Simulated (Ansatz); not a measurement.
```yaml
atoms:
  - { symbol: N, position_ang: [0.0000, 0.7190, -0.0777] }
  - { symbol: N, position_ang: [0.0000, -0.7190, -0.0777] }
  - { symbol: H, position_ang: [0.2111, 1.0928, 0.8479] }
  - { symbol: H, position_ang: [-0.9482, 1.0050, -0.3041] }
  - { symbol: H, position_ang: [-0.3166, -1.2796, 1.3107] }
  - { symbol: H, position_ang: [0.9482, -1.0050, -0.3041] }
```

Basis set: pcseg-2 (spherical functions). Charge 0, multiplicity 1.

Computed with Ansatz (development build ahead of 0.2.0); each method stands on the lowest determinant of its kind that the runs found.

(1) Give the atomization energy at this shape (free ground-state atoms in the same class of orbitals less the molecule, no zero-point energy) of singlet N2H4 by ωB97X (unrestricted), r²SCAN (unrestricted).

Results:

(1)

```csv
method,atomization energy
ωB97X (unrestricted),16.80 eV
r²SCAN (unrestricted),16.74 eV
```

Caution: the shape is not the minimum.
